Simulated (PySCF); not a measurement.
## Ionisation energy of Rh²⁺ by level of theory

Rh²⁺ [Kr] 4d7 (4F) → Rh³⁺ [Kr] 4d6 (5D), as a difference of total energies. Computed with PySCF 2.14 in cc-pVTZ-PP with ECP28MDF, with scalar relativity through the core potential. Correlated levels: valence: 4s2 4p6 frozen. The calculations carry no spin-orbit coupling.

```json
{"method": "UHF", "ionisation energy (eV)": "29.303", "difference from reference (eV)": "-1.757"}
{"method": "M06-L", "ionisation energy (eV)": "30.920", "difference from reference (eV)": "-0.140"}
{"method": "M06-2X", "ionisation energy (eV)": "31.211", "difference from reference (eV)": "+0.151"}
{"method": "MP2 (valence)", "ionisation energy (eV)": "30.615", "difference from reference (eV)": "-0.445"}
{"method": "SCS-MP2 (valence)", "ionisation energy (eV)": "30.779", "difference from reference (eV)": "-0.281"}
```

Reference: 31.06 eV (semi-empirical (NIST evaluation); NIST Atomic Spectra Database, ionization energies).

The reference lies between the lowest fine-structure levels, while these numbers refer to the centres of the terms.

Errors of the correlated levels include the incompleteness of this basis and the frozen core.
